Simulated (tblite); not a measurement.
Species: C₅H₇BrClN₃.
Atom-mapped SMILES: `[CH3:1][CH:2]([CH3:3])[n:4]1[c:5]([Cl:6])[n:7][n:8][c:9]1[Br:10]` (hydrogens: H11, H12, H13 on C1; H14 on C2; H15, H16, H17 on C3)

Computed with GFN2-xTB (tblite), gas phase: L-BFGS steps from a force-field or distance-geometry start until the largest atomic force falls under 0.01 eV/Å.

Step 26: E = -862.3634 eV
```
atom  x, y, z in Å  |  force x, y, z in eV/Å
C1     -1.4381   -0.1128   -1.0298    0.014  -0.035   0.009
C2     -0.5532   -0.4392    0.1730   -0.064  -0.006   0.009
C3     -1.0551    0.2815    1.4273    0.019   0.007  -0.034
N4      0.8297   -0.1087   -0.1207   -0.029   0.034   0.040
C5      1.4318    1.1152   -0.2262    0.009   0.018   0.008
Cl6     0.6110    2.5807   -0.0906    0.037   0.045   0.006
N7      2.7063    1.0004   -0.4671    0.018   0.005  -0.022
N8      2.9895   -0.3045   -0.5426   -0.035  -0.002  -0.019
C9      1.8831   -0.9539   -0.3442   -0.050   0.016   0.017
Br10    1.7008   -2.7960   -0.3990    0.030  -0.037   0.032
H11    -1.2296    0.8919   -1.3926   -0.074  -0.021   0.058
H12    -2.4773   -0.1725   -0.7174    0.007   0.004  -0.102
H13    -1.2740   -0.8156   -1.8430    0.026  -0.009  -0.002
H14    -0.5674   -1.5194    0.3563   -0.001  -0.013  -0.009
H15    -1.8849   -0.2789    1.8545    0.069   0.028  -0.028
H16    -1.4085    1.2772    1.1745    0.044   0.015   0.056
H17    -0.2712    0.3667    2.1775   -0.021  -0.051  -0.018
```

Step 27: E = -862.3649 eV
```
atom  x, y, z in Å  |  force x, y, z in eV/Å
C1     -1.4379   -0.1124   -1.0298    0.018  -0.041   0.010
C2     -0.5560   -0.4390    0.1750    0.042  -0.003  -0.028
C3     -1.0549    0.2827    1.4292    0.023  -0.015  -0.056
N4      0.8286   -0.1074   -0.1203    0.003   0.020   0.046
C5      1.4327    1.1156   -0.2270    0.000   0.018  -0.005
Cl6     0.6091    2.5799   -0.0902    0.057   0.046   0.002
N7      2.7068    0.9998   -0.4719   -0.011   0.009  -0.008
N8      2.9892   -0.3056   -0.5463   -0.074   0.009  -0.011
C9      1.8822   -0.9532   -0.3443   -0.061  -0.008   0.015
Br10    1.6990   -2.7964   -0.3936    0.034  -0.021   0.030
H11    -1.2332    0.8952   -1.3883   -0.084  -0.040   0.068
H12    -2.4772   -0.1815   -0.7212   -0.010   0.019  -0.097
H13    -1.2681   -0.8111   -1.8458    0.035  -0.005   0.008
H14    -0.5640   -1.5203    0.3564   -0.031   0.015  -0.002
H15    -1.8882   -0.2756    1.8501    0.045   0.024  -0.001
H16    -1.4026    1.2801    1.1763    0.042   0.022   0.060
H17    -0.2726    0.3614    2.1819   -0.027  -0.050  -0.028
```

Step 28: E = -862.3672 eV
```
atom  x, y, z in Å  |  force x, y, z in eV/Å
C1     -1.4369   -0.1123   -1.0287    0.012  -0.041   0.000
C2     -0.5586   -0.4391    0.1779    0.157   0.001  -0.066
C3     -1.0551    0.2840    1.4307    0.020  -0.034  -0.062
N4      0.8276   -0.1056   -0.1179    0.038  -0.002   0.039
C5      1.4341    1.1162   -0.2291   -0.016   0.018  -0.017
Cl6     0.6079    2.5794   -0.0917    0.076   0.050  -0.002
N7      2.7073    0.9988   -0.4805   -0.049   0.007   0.008
N8      2.9877   -0.3073   -0.5529   -0.106   0.013  -0.001
C9      1.8803   -0.9525   -0.3442   -0.054  -0.032   0.009
Br10    1.6984   -2.7977   -0.3859    0.034   0.007   0.028
H11    -1.2409    0.9007   -1.3776   -0.084  -0.052   0.068
H12    -2.4767   -0.1956   -0.7276   -0.030   0.028  -0.081
H13    -1.2575   -0.8026   -1.8500    0.048  -0.002   0.015
H14    -0.5595   -1.5216    0.3572   -0.064   0.044   0.008
H15    -1.8947   -0.2694    1.8418    0.003   0.012   0.033
H16    -1.3927    1.2848    1.1792    0.038   0.031   0.058
H17    -0.2776    0.3519    2.1894   -0.022  -0.047  -0.037
```

Problem. Estimate the geometry and energy of step 29. (The exact step hangs on the optimiser's Hessian estimate; all steps are aligned on step 28, rigid shifts and turns removed.)

Solution. E = -862.3708 eV, largest force 0.261 eV/Å
```
atom  x, y, z in Å  |  force x, y, z in eV/Å
C1     -1.4346   -0.1127   -1.0261   -0.008  -0.032  -0.023
C2     -0.5599   -0.4392    0.1822    0.244   0.007  -0.093
C3     -1.0557    0.2855    1.4321    0.008  -0.047  -0.044
N4      0.8271   -0.1029   -0.1130    0.067  -0.028   0.018
C5      1.4359    1.1172   -0.2336   -0.038   0.014  -0.026
Cl6     0.6074    2.5791   -0.0957    0.095   0.063  -0.005
N7      2.7071    0.9972   -0.4956   -0.093  -0.002   0.023
N8      2.9837   -0.3100   -0.5647   -0.109   0.012   0.010
C9      1.8767   -0.9523   -0.3438   -0.029  -0.054   0.000
Br10    1.6987   -2.8001   -0.3729    0.029   0.044   0.027
H11    -1.2558    0.9098   -1.3564   -0.077  -0.061   0.053
H12    -2.4759   -0.2196   -0.7388   -0.038   0.027  -0.052
H13    -1.2378   -0.7868   -1.8571    0.065   0.003   0.024
H14    -0.5532   -1.5227    0.3593   -0.099   0.070   0.021
H15    -1.9073   -0.2582    1.8273   -0.048  -0.004   0.065
H16    -1.3750    1.2929    1.1845    0.037   0.032   0.051
H17    -0.2883    0.3348    2.2023   -0.006  -0.044  -0.048
```

The energy changes by -0.0036 eV. The first-order estimate −F·Δx gives -0.0046 eV and the mean of the old and new forces, exact on a quadratic surface, -0.0036 eV. The step makes an angle of 78° with the force vector and moves no atom by more than 0.027 Å.

The cost below is that of the whole relaxation. Hardware: one thread of an Arm Neoverse V1, shared host. Cost: 0.88 s.
